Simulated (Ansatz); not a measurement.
`O[SiH](O)O[SiH](F)F`. The species carries charge 0 and has multiplicity 1. The structure was optimised at the PBE0-D4/def2-TZVP level. It is one conformer, not always the lowest.

```xyz
11

O     0.242   -1.950    0.849
Si   -0.837   -0.862    0.283
O    -1.406    0.136    1.439
O    -0.009   -0.047   -0.867
Si    0.997    1.165   -1.159
F     1.280    1.940    0.197
F     0.314    2.195   -2.142
H    -0.033   -2.522    1.567
H    -2.020   -1.489   -0.322
H    -0.792    0.716    1.895
H     2.264    0.718   -1.740
```

Q: What is the dipole moment at B3LYP/def2-TZVPP? (Best estimate.)

A: Computed: 2.16 D, with components (0.48, -1.54, 1.44) D in this frame, pointing from negative to positive charge.

Q: And with PBE, r2SCAN, ωB97M-V? (An estimate is asked.)

A: Ansatz gave: PBE 2.11 D, r2SCAN 2.15 D, ωB97M-V 2.15 D.

Q: Give the Mulliken charges with B3LYP, ωB97M-V, PBE in def2-TZVPP. (Estimate.)

A: The calculation gave: 
| atom | B3LYP | ωB97M-V | PBE |
| --- | --- | --- | --- |
| O1 | -0.38 | -0.36 | -0.33 |
| Si2 | 0.69 | 0.63 | 0.56 |
| O3 | -0.39 | -0.38 | -0.34 |
| O4 | -0.35 | -0.35 | -0.27 |
| Si5 | 0.84 | 0.78 | 0.71 |
| F6 | -0.32 | -0.31 | -0.28 |
| F7 | -0.30 | -0.29 | -0.26 |
| H8 | 0.19 | 0.18 | 0.19 |
| H9 | -0.09 | -0.05 | -0.09 |
| H10 | 0.19 | 0.19 | 0.20 |
| H11 | -0.08 | -0.04 | -0.08 |

B3LYP here is the variant with VWN-RPA as its local correlation; programs differ in this.
